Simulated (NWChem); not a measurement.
System meant: SbHBr$_{2}$; SMILES [Br][SbH][Br]

The following NWChem deck was run.

```
start job
memory heap 200 mb stack 900 mb global 1100 mb
geometry units angstroms noautoz
  Sb    -0.900247    -0.002319     0.000000
  H     -0.987846    -1.722582     0.000000
  Br     0.710278     0.035394    -1.944787
  Br     0.710278     0.035394     1.944787
end
basis spherical
  Sb library def2-svp
  H library def2-svp
  Br library def2-svp
end
dft
  xc xpbe96 cpbe96
  iterations 150
  mulliken
end
task dft energy
```

End of the output:

```
             Grid Information
             ----------------
          Grid used for XC integration:  medium
          Radial quadrature: Mura-Knowles
          Angular quadrature: Lebedev.
          Tag              B.-S. Rad. Rad. Pts. Rad. Cut. Ang. Pts.
          ---              ---------- --------- --------- ---------
          Sb                  1.45      123           8.0       590
          H                   0.35       45           9.0       434
          Br                  1.15      112          10.0       590
          Grid pruning is: on
          Number of quadrature shells:   280
          Spatial weights used:  Erf1

          Convergence Information
          -----------------------
          Convergence aids based upon iterative change in
          total energy or number of iterations.
          Levelshifting, if invoked, occurs when the
          HOMO/LUMO gap drops below (HL_TOL):  1.00D-02
          DIIS, if invoked, will attempt to extrapolate
          using up to (NFOCK): 10 stored Fock matrices.

                    Damping( 0%)  Levelshifting(0.5)       DIIS
                  --------------- ------------------- ---------------
          dE  on:    start            ASAP                start
          dE off:    2 iters        150 iters           150 iters

      Screening Tolerance Information
      -------------------------------
          Density screening/tol_rho:  1.00D-10
          AO Gaussian exp screening on grid/accAOfunc:  14
          CD Gaussian exp screening on grid/accCDfunc:  20
          XC Gaussian exp screening on grid/accXCfunc:  20
          Schwarz screening/accCoul:  1.00D-08

      Superposition of Atomic Density Guess
      -------------------------------------

      charge =      51.0 Sb (Antinomy)

      symmetry species            s     p     d     f
      number of basis functions =10     7     6
      number of cont. functions = 4     4     2
      number of closed shells   = 5     3     2
      number of open shells     = 0     1     0
      open shell occupation     = 0     3     0
 ------------------------------------------------------------------------
 atomscf:atomd: error in atom scf                   0
 ------------------------------------------------------------------------
 ------------------------------------------------------------------------
  current input line :
    19: task dft energy
 ------------------------------------------------------------------------
 ------------------------------------------------------------------------
 This error has not yet been assigned to a category
 ------------------------------------------------------------------------
 For more information see the NWChem manual at https://nwchemgit.github.io

0:atomscf:atomd: error in atom scf:Received an Error in Communication
```

Task: Can this run be used? If not, why, and what is the fix?

Result: The run crashed. Cause: the def2 basis of a heavy element holds valence functions alone and wants its effective core potential (without it all electrons must fit into that basis). This input runs:
```
start job
memory heap 200 mb stack 900 mb global 1100 mb
geometry units angstroms noautoz
  Sb    -0.900247    -0.002319     0.000000
  H     -0.987846    -1.722582     0.000000
  Br     0.710278     0.035394    -1.944787
  Br     0.710278     0.035394     1.944787
end
basis spherical
  * library def2-svp
end
ecp
  Sb library def2-ecp
end
dft
  xc xpbe96 cpbe96
  iterations 150
  mulliken
end
task dft energy
```
It converges to -5387.82937 Ha (PBE/def2-SVP with def2 effective core potentials on Sb).
